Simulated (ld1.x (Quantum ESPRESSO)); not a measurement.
What the settings do to the TM potential of Tl (Z = 81)

Base potential:

ld1.x (Quantum ESPRESSO) 7.5 input, shortened:

```
&input
   title='Tl', zed=81., rel=1, dft='PZ', iswitch=3,
   config='[Xe] 4f14 5d10 6s2 6p1'
 /
 &inputp
   pseudotype=2, tm=.true., lloc=2,
   nlcc=.true., new_core_ps=.true., rcore=1.05
 /
3
6S  1  0   2.00   0.00  1.95  1.95  0.0
6P  2  1   1.00   0.00  2.75  2.75  0.0
5D  3  2  10.00   0.00  1.50  1.50  0.0
 &test
   configts(1)='5d10 6s2 6p1'
 /
```

Cutoffs, loose and tight: the cutoffs (Ry, on a coarse ladder) from which the occupation-weighted sum of valence levels, in a spherical-Bessel basis at the reference potential, stays within 10 and 1 mRy of its value at 400 Ry. They do not see the model core or the augmentation charge, which bear on the density cutoff. Test errors are all-electron minus pseudo excitation energies from the reference, over the configurations 5d10 6s2 6p0; 5d10 6s1 6p0; 5d10 6s0 6p0; 5d10 6s1 6p1; 5d9 6s2 6p2; 5d10 6s2 6p1.3; 5d9 6s2 6p1 (two spin-polarised tests are not counted in the largest error). A dash means not determined; rows that change the core or the reference have their own tests. The largest error is taken over the tests solved by every variant that gives reliable tests at all: 5d10 6s0 6p0; 5d10 6s1 6p0; 5d10 6s2 6p0; 5d10 6s2 6p1.3.

A true bound ghost makes a file unfit for plane-wave use even where its test errors are small: the radial tests pick states by their node count and pass the ghost by. Where a test does run into it, the solver fails or the error is huge.

Cutoffs are not given where the Bessel-basis levels miss the radial ones by over 6 mRy, ghosts where they miss by over 20 mRy; a channel whose overlap is not positive is not tested.

A file whose overlap is not positive is unfit for use, and its test errors describe a broken file.

```csv
change,outcome,"cutoff, loose","cutoff, tight",bound ghosts,largest test error (meV)
base,generated,50 Ry,90 Ry,"s, p",-69
"all radii but the core radius scaled by about 1.13 (s 2.20, p 3.12, d 1.70 bohr)",generated,50 Ry,80 Ry,"s, p",-77
core correction Bessel-smoothed model core inside 1.44 bohr,generated,50 Ry,90 Ry,"s, p",-68
local potential the s channel,generated,50 Ry,90 Ry,none,-74
wave 6p (bound): rc 2.75 bohr becomes 6p (bound): rc 2.66 bohr,generated,50 Ry,90 Ry,"s, p",-68
"type ultrasoft; waves now 6s (bound): rcut 1.70, rcutus 1.95 bohr; 6s channel at -0.3 Ry: rcut 1.70, rcutus 1.95 bohr; 6p (bound): rcut 2.40, rcutus 2.75 bohr; 6p channel at 3.5 Ry: rcut 2.40, rcutus 2.75 bohr; 5d (bound): rcut 1.30, rcutus 1.50 bohr; 5d channel at -0.35 Ry: rcut 1.30, rcutus 1.50 bohr; local potential all-electron potential smoothed inside 1.15 bohr (lloc = -1); augmentation built from norm-conserving waves at rcut, not smoothed further","generated, overlap not positive",–,–,"s (p not tested, overlap not positive)",-53
wave 6s (bound): rc 1.95 bohr becomes 6s (bound): rc 1.50 bohr,generated,80 Ry,160 Ry,"s, p",-56
wave 5d (bound): rc 1.50 bohr becomes 5d (bound): rc 2.10 bohr,generated,50 Ry,70 Ry,"s, p",-68
functional PW91,generated,50 Ry,90 Ry,"s, p",-82
wave 6p (bound): rc 2.75 bohr becomes 6p (bound): rc 2.48 bohr,generated,50 Ry,90 Ry,"s, p",-68
"core [Xe] 4f14 5d10, valence charge 3; reference 6s2 6p0; waves now 6p (bound): rc 2.50 bohr; 6s (bound): rc 1.70 bohr; local potential the s channel; core correction none",generated,30 Ry,80 Ry,d,+271
"core [Xe] 4f14 5d10, valence charge 3; reference 6s1 6p0; waves now 6p (bound): rc 2.30 bohr; 6s (bound): rc 1.50 bohr; local potential the s channel; core correction Bessel-smoothed model core, default radius (core density twice the valence density)",generated,40 Ry,140 Ry,none,-296
```
